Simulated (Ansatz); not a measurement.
C3H11AlN, charge +1, singlet, at a GFN2-xTB geometry (such geometries of metal compounds can be far from the true shape); B3LYP/def2-SVP (Ansatz, a first-principles code).

The Ansatz input:
Ansatz 0.2 input:
```yaml
crystal:
  periodic: [false, false, false]
  atoms:
    - {symbol: Al, position_ang: [0.19698989, 0.77097361, 1.41029709]}
    - {symbol: H, position_ang: [-1.07762603, 1.22572635, 2.10977938]}
    - {symbol: H, position_ang: [1.65481203, 0.92649085, 1.82300765]}
    - {symbol: C, position_ang: [-1.49225602, -0.33717125, -0.53865374]}
    - {symbol: N, position_ang: [-0.05144453, -0.16804163, -0.30814978]}
    - {symbol: C, position_ang: [0.63189440, -1.46775421, -0.22387477]}
    - {symbol: C, position_ang: [0.56264674, 0.63497813, -1.37684371]}
    - {symbol: H, position_ang: [-1.68799173, -0.84740274, -1.48437584]}
    - {symbol: H, position_ang: [-1.97926488, 0.64351859, -0.55438176]}
    - {symbol: H, position_ang: [-1.92971718, -0.91948847, 0.27855421]}
    - {symbol: H, position_ang: [1.68133416, -1.31036957, 0.04859022]}
    - {symbol: H, position_ang: [0.58982016, -2.00084875, -1.17657030]}
    - {symbol: H, position_ang: [0.16283088, -2.08331492, 0.54732063]}
    - {symbol: H, position_ang: [0.50731339, 0.12154062, -2.33967735]}
    - {symbol: H, position_ang: [0.04997603, 1.59616122, -1.45849561]}
    - {symbol: H, position_ang: [1.61404556, 0.82130506, -1.13433165]}
basis:
  gaussian:
    orbitals: def2-SVP
hamiltonian:
  xc: b3lyp
total_charge: 1
```

What the program printed (banner, timings and long lists left out):

```
Functional definition: B3LYP
1510 factors; their error is unknown
mean field evaluation 1: about -11352.4011 eV, gradient 7.4e1 eV
mean field evaluation 2: about -11340.9210 eV, gradient 1.0e2 eV
mean field evaluation 4: about -11365.9434 eV, gradient 5.8e0 eV
mean field evaluation 8: about -11366.0030 eV, gradient 2.7e-2 eV
mean field evaluation 16: about -11366.0440 eV, gradient 6.7e-5 eV
mean field -11366.04398610 eV, -417.6944123077 hartree, gradient 6.7e-5 eV, S^2 0.000000; 0 other end points of the search recorded, 0 dependent functions left out
reference -11366.04428207 eV, -417.6944231846 hartree; 24, 24 occupied and 105, 105 virtual orbitals, 1510 factors
Total energy: -11366.04428207 eV, -417.6944231846 hartree
```
